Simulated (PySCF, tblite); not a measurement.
Isomers of C6H5F2O2 (doublet state), one GFN2-xTB conformer each. Single-point energies are computed at B3LYP/pcH-1 (PySCF, gas phase, no added dispersion term), electronic only. GFN2-xTB treats the open shell by occupation alone, and not every SCF solution was tested for stability.

```csv
SMILES,GFN2-xTB relative energy (kJ/mol)
O=C1C=CC[C@@H]1O[C](F)F,80.2
C#C[C@@H]1CO[C@H](F)O[C]1F,144.4
C#C/C(=C\O[CH2])OC(F)F,248.3
C#C/C(=C\OC)O[C](F)F,261.7
O=C1C=CC[C]1OC(F)F,0.0
```

Conformers: `[O:1]=[C:2]1[CH:3]=[CH:4][CH2:5][C@@H:6]1[O:7][C:8]([F:9])[F:10]` (doublet state) with C5–C6–O7–C8 177°, C6–O7–C8–F9 -41°; `[CH:1]#[C:2][C@@H:3]1[CH2:4][O:5][C@H:6]([F:7])[O:8][C:9]1[F:10]` (doublet state) with C2–C3–C4–O5 -170°, C3–C4–O5–C6 60°, C4–O5–C6–F7 65°, O5–C6–O8–C9 44°; `[CH:1]#[C:2]/[C:3](=[CH:4]\[O:5][CH2:6])[O:7][CH:8]([F:9])[F:10]` (doublet state) with C3–C4–O5–C6 180°, C4–O5–C6–H 0° and 180°, C2–C3–O7–C8 5°, C3–O7–C8–F9 156°; `[CH:1]#[C:2]/[C:3](=[CH:4]\[O:5][CH3:6])[O:7][C:8]([F:9])[F:10]` (doublet state) with C3–C4–O5–C6 -1°, C2–C3–O7–C8 -165°, C3–O7–C8–F9 -176°; `[O:1]=[C:2]1[CH:3]=[CH:4][CH2:5][C:6]1[O:7][CH:8]([F:9])[F:10]` (doublet state) with C5–C6–O7–C8 -172°, C6–O7–C8–F9 -154°.

Problem. What does B3LYP/pcH-1 give for the same structures?

Solution. 
```tsv
SMILES	B3LYP/pcH-1 E (Eh)	B3LYP/pcH-1 (kJ/mol)	GFN2-xTB (kJ/mol)	point group
O=C1C=CC[C]1OC(F)F	-581.74926	0.0	0.0	C1
O=C1C=CC[C@@H]1O[C](F)F	-581.71107	100.3	80.2	C1
C#C[C@@H]1CO[C@H](F)O[C]1F	-581.66796	213.5	144.4	C1
C#C/C(=C\O[CH2])OC(F)F	-581.63315	304.9	248.3	C1
C#C/C(=C\OC)O[C](F)F	-581.62175	334.8	261.7	C1
```

Both levels put the same isomer lowest; measured from each level's own lowest isomer, the values differ by up to 73.1 kJ/mol (C#C/C(=C\OC)O[C](F)F: 261.7 against 334.8). 

Problem. What happens when harmonic zero-point energies from GFN2-xTB frequencies are added?

Solution. 
| SMILES | ZPE (kJ/mol) | electronic (kJ/mol) | with ZPE (kJ/mol) |
| --- | --- | --- | --- |
| O=C1C=CC[C]1OC(F)F | 258.8 | 0.0 | 0.0 |
| O=C1C=CC[C@@H]1O[C](F)F | 256.8 | 100.3 | 98.3 |
| C#C[C@@H]1CO[C@H](F)O[C]1F | 257.7 | 213.5 | 212.4 |
| C#C/C(=C\O[CH2])OC(F)F | 243.6 | 304.9 | 289.7 |
| C#C/C(=C\OC)O[C](F)F | 249.0 | 334.8 | 325.0 |

The zero-point energies span 15.2 kJ/mol. The order is unchanged.
